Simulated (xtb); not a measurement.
Input file for xtb: GFN2-xTB on H2Si2 (SMILES [Si]=[SiH2]), a point of a bond scan (R = 1.187 Å).

```
$ xtb mol.xyz --gfn 2 --sp --chrg 0 --uhf 0
4

Si    -0.95263844     0.06887490     0.17721402
Si     1.20465812    -0.08709570    -0.22409583
H     -1.62272266     0.99049520    -0.15423698
H     -1.73803188    -0.96580912     0.89344517
```

The head of its log:

```
[...]
           -------------------------------------------------
          |                Calculation Setup                |
           -------------------------------------------------



           -------------------------------------------------
          |                 G F N 2 - x T B                 |
           -------------------------------------------------

        Reference                      10.1021/acs.jctc.8b01176
      * Hamiltonian:
        H0-scaling (s, p, d)           1.850000    2.230000    2.230000
        zeta-weighting                 0.500000
      * Dispersion:
        s8                             2.700000
        a1                             0.520000
        a2                             5.000000
        s9                             5.000000
      * Repulsion:
        kExp                           1.500000    1.000000
        rExp                           1.000000
      * Coulomb:
        alpha                          2.000000
        third order                    shell-resolved
        anisotropic                    true
        a3                             3.000000
        a5                             4.000000
        cn-shift                       1.200000
        cn-exp                         4.000000
        max-rad                        5.000000


          ...................................................
          :                      SETUP                      :
          :.................................................:
          :  # basis functions                  22          :
          :  # atomic orbitals                  20          :
          :  # shells                            8          :
          :  # electrons                        10          :
          :  max. iterations                   250          :
          :  Hamiltonian                  GFN2-xTB          :
          :  restarted?                      false          :
          :  GBSA solvation                  false          :
          :  PC potential                    false          :
          :  electronic temp.          300.0000000     K    :
          :  accuracy                    1.0000000          :
          :  -> integral cutoff          0.2500000E+02      :
          :  -> integral neglect         0.1000000E-07      :
          :  -> SCF convergence          0.1000000E-05 Eh   :
          :  -> wf. convergence          0.1000000E-03 e    :
          :  Broyden damping             0.4000000          :
          :  net charge                          0          :
          :  unpaired electrons                  0          :
          ...................................................

 iter      E             dE          RMSdq      gap      omega  full diag
   1     -4.3419894 -0.434199E+01  0.201E+01    0.32       0.0  T
   2     -4.1614524  0.180537E+00  0.143E+01    1.35       1.0  T
```

**Question.** Predict the final total energy.

**Answer.** -4.3069 hartree.
